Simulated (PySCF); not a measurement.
Isomers of C6H14Si2. Computed with PBE0-D3(BJ)/def2-SVP geometry optimisation, gas phase in PySCF 2.14.0. One conformer each; no zero-point energy, no entropy. No frequencies were run at this level. Point groups hold within 0.08 Å.

Task: Order them by energy at this level, lowest first, and give relative energies in kcal/mol.
A. `[SiH3:1]/[CH:2]=[C:3](/[SiH3:4])[CH:5]1[CH2:6][CH2:7][CH2:8]1` with C2–C3–C5–C6 -146°, C3–C5–C6–C7 -143°, C5–C6–C7–C8 20°, C6–C7–C8–C5 -20°, C3–C5–C8–C7 145°
B. `CC(C)(C)[SiH2]C#C[SiH3]`

Result: B (0.0), A (4.7).

As drawn, the lower has a C≡C bond, which the higher lacks; the higher has a four-membered ring and a C=C bond outside aromatic rings, which the lower lacks.

```tsv
SMILES	E (Eh)	E rel (kcal/mol)	dipole (D)	point group	A, B, C (MHz)
CC(C)(C)[SiH2]C#C[SiH3]	-815.12985	0.0	0.94	–	2926, 546.7, 518.9
[SiH3]/C=C(/[SiH3])C1CCC1	-815.12240	4.7	0.77	C1	1541, 1019, 683.8
```

Task: How do the relative energies change in single points at PBE0/pcSseg-1 (no added dispersion term) on the same geometries?

Result: 
| SMILES | PBE0-D3(BJ)/def2-SVP (kcal/mol) | PBE0/pcSseg-1 (kcal/mol) | shift |
| --- | --- | --- | --- |
| CC(C)(C)[SiH2]C#C[SiH3] | 0.0 | 0.0 | 0.0 |
| [SiH3]/C=C(/[SiH3])C1CCC1 | 4.7 | 9.2 | +4.5 |

Each column counts from its own lowest isomer. The order is unchanged; the largest shift is 4.5 kcal/mol.

Task: As an exercise, what shares would exp(−E/RT) give at 1000 K from these electronic energies alone (no entropy, no degeneracies)?

Result: RT = 1.987 kcal/mol: CC(C)(C)[SiH2]C#C[SiH3] 91.3 %, [SiH3]/C=C(/[SiH3])C1CCC1 8.7 %.
